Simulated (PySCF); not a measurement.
SMILES CO[SiH](OC)CC=C, singlet, GFN2-xTB optimised geometry.

```
20

Si    -1.43    -0.84     0.00
C     -1.81    -1.93    -1.52
C     -1.40    -1.28    -2.79
C     -2.23    -0.76    -3.67
O     -2.09    -1.36     1.40
C     -1.98    -2.60     2.04
O      0.20    -0.84     0.00
C      1.05    -0.22     0.92
H     -2.04     0.48     0.00
H     -2.88    -2.13    -1.54
H     -1.29    -2.88    -1.42
H     -0.33    -1.21    -2.94
H     -3.30    -0.80    -3.54
H     -1.89    -0.28    -4.57
H     -0.94    -2.91     2.13
H     -2.41    -2.50     3.03
H     -2.53    -3.37     1.48
H      0.69    -0.34     1.94
H      2.04    -0.69     0.83
H      1.14     0.84     0.70
```

Density from B3LYP/def2-SVP (PySCF 2.14.0) at that geometry.

Minimum of the electron density along straight lines between bonded atoms, close to the bond critical point (lines longer than 1.1 times the sum of covalent radii, or with two minima, are not listed):

```tsv
bond	length / Å	ρ at the minimum / e bohr⁻³	∇²ρ there / e bohr⁻⁵	position (fraction from the first atom)
Si1–C2	1.904	0.114	0.30	0.38
C2–C3	1.487	0.259	-0.60	0.50
C3–C4	1.320	0.349	-0.96	0.51
Si1–O5	1.631	0.126	1.06	0.41
O5–C6	1.401	0.257	-0.36	0.66
Si1–O7	1.629	0.128	1.07	0.41
O7–C8	1.400	0.256	-0.33	0.66
Si1–H9	1.455	0.121	0.34	0.49
C2–H10	1.090	0.273	-0.97	0.62
C2–H11	1.092	0.270	-0.95	0.62
C3–H12	1.081	0.284	-1.08	0.63
C4–H13	1.078	0.282	-1.07	0.63
C4–H14	1.077	0.283	-1.08	0.63
C6–H15	1.093	0.282	-1.07	0.63
C6–H16	1.091	0.284	-1.09	0.64
C6–H17	1.093	0.282	-1.07	0.63
C8–H18	1.092	0.283	-1.07	0.63
C8–H19	1.091	0.284	-1.09	0.64
C8–H20	1.092	0.283	-1.08	0.63
```
